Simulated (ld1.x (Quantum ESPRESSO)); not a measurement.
**u(r) = r·R(r): atom against pseudo-atom (boron)**

Columns: radius, all-electron u(r) and pseudo u(r) of the 2s shell (level -14.13 eV) of boron in the configuration [He] 2s2 2p0.5; PBE, scalar-relativistic, TM scheme, ld1.x (Quantum ESPRESSO) 7.5.

```
r (bohr)  all-electron   pseudo
   0.132        0.3106  -0.0550
   0.265        0.2653  -0.1149
   0.398        0.0930  -0.1840
   0.530       -0.1053  -0.2654
   0.663       -0.2902  -0.3615
   0.795       -0.4435  -0.4658
   0.928       -0.5649  -0.5683
   1.060       -0.6533  -0.6531
   1.193       -0.7126  -0.7125
   1.325       -0.7459  -0.7459
   1.458       -0.7583  -0.7583
   1.590       -0.7539  -0.7539
   1.723       -0.7364  -0.7364
   1.855       -0.7097  -0.7097
   1.988       -0.6760  -0.6760
   2.120       -0.6382  -0.6382
   2.252       -0.5978  -0.5978
   2.385       -0.5561  -0.5561
   2.518       -0.5145  -0.5145
   2.650       -0.4740  -0.4740
   2.782       -0.4350  -0.4350
   2.915       -0.3975  -0.3975
   3.048       -0.3622  -0.3622
   3.180       -0.3294  -0.3294
   3.312       -0.2989  -0.2989
   3.445       -0.2705  -0.2705
```

Task: How many radial nodes do the two functions have?

Result: The all-electron 2s function has n − l − 1 = 1; the pseudo-wave has 0, since the states of the same l below it are removed with the core.

Task: At about which radius was the pseudo-wave matched?

Result: 1.35 bohr. The columns agree to 0.0005 from 1.06 bohr on; several derivatives are matched, so the curves merge somewhat inside the radius.

Task: Where does each function peak?

Result: Outermost all-electron maximum near 1.46 bohr, pseudo maximum near 1.46 bohr (to the table’s step).

Task: Is the pseudo-wave norm-conserving?

Result: Yes: the TM scheme keeps the norm inside the radius equal to the all-electron one, which fixes the energy derivative of the logarithmic derivative at the level.
